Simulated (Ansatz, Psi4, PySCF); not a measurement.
CHO3 (SMILES O=C([O-])O), charge -1, singlet, at a GFN2-xTB geometry (in this run its highest filled SCF level lies above zero, so its values depend strongly on the basis, on diffuse functions most of all). Base run: B3LYP/cc-pVDZ (PySCF).

Geometry (Å):
```xyz
5

O      1.1339    -0.5955     0.0601
C     -0.1720     0.0462    -0.0105
O     -0.1175     1.2735     0.0331
O     -1.1081    -0.7290    -0.1013
H      1.7654     0.1303     0.1279
```
Charge -1, spin multiplicity 1.
All else is at PySCF's defaults.

The same geometry, method and basis name were run in Ansatz (a program for electronic structure) and Psi4 and PySCF, at each program's defaults and at the settings that a row names. The base is PySCF at its defaults. Differences at the defaults can come from grids, fitting, cores and function types together.

| code and settings | ΔE vs base (µEh) | basis functions | E (Eh) | SCF cycles |
|---|---|---|---|---|
| PySCF, defaults (exact integrals, its default grid, spherical functions) | 0.0 | 61 | -264.44677 | 10 |
| Psi4, defaults (density fitting with its default set, its default grid, spherical functions) | 2.9 | 61 | -264.44676 | 9 |
| Ansatz, defaults (factorised integrals, its default grid, spherical functions) | 14.6 | 61 | -264.44675 | - |
| PySCF, density fitting with def2-universal-jkfit | -10.2 | 61 | -264.44678 | 10 |
| PySCF, fine grid | -0.1 | 61 | -264.44677 | 10 |
| Psi4, exact integrals, spherical functions, fine grid | -0.3 | 61 | -264.44677 | 11 |
| Ansatz, high accuracy | -0.2 | 61 | -264.44677 | - |
